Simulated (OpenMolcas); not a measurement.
An OpenMolcas run meant for Tb4+ (ANO-R2, X2C; inactive shells 1s 2s 2p 3s 3p 3d 4s 4p 4d 5s 5p; intended active space 7 electrons in 7 orbitals (4f)). One step of its input:

```
&RASSCF
FileOrb=start.orb
Symmetry=1
Spin=8
nActEl=7 0 0
Inactive=15 12
Ras2=0 7
CIRoot=1 1 1
SDav=1
CIMx=300
Iter=57 100
PrWF=0.3
OrbListing=Nothing
MaxOrb=0
Atom
>>> COPY $Project.JobIph JOB001
```

Lines from the output:

```
...
      Number of secondary orbitals              42
      Spin quantum number                      3.5
      State symmetry                             1
Orbital specifications:
      -----------------------

      Symmetry species                           1   2
                                                ag  au
      Frozen orbitals                            0   0
      Inactive orbitals                         15  12
      Active orbitals                            0   7
      RAS1 orbitals                              0   0
      RAS2 orbitals                              0   7
      RAS3 orbitals                              0   0
      Secondary orbitals                        22  20
      Deleted orbitals                           0   0
      Number of basis functions                 37  39
      Number of CSFs                             0
      Number of root(s) required                 1
 ************ ERROR ***********
  You can't ask for more roots
  than there are configurations
 ******************************
--- Stop Module: rasscf at  /rc=_RC_INPUT_ERROR_ ---
.####################.
.# User input error #.
.####################.
```

What is wrong with the input?

The state symmetry names the wrong parity for these configurations.
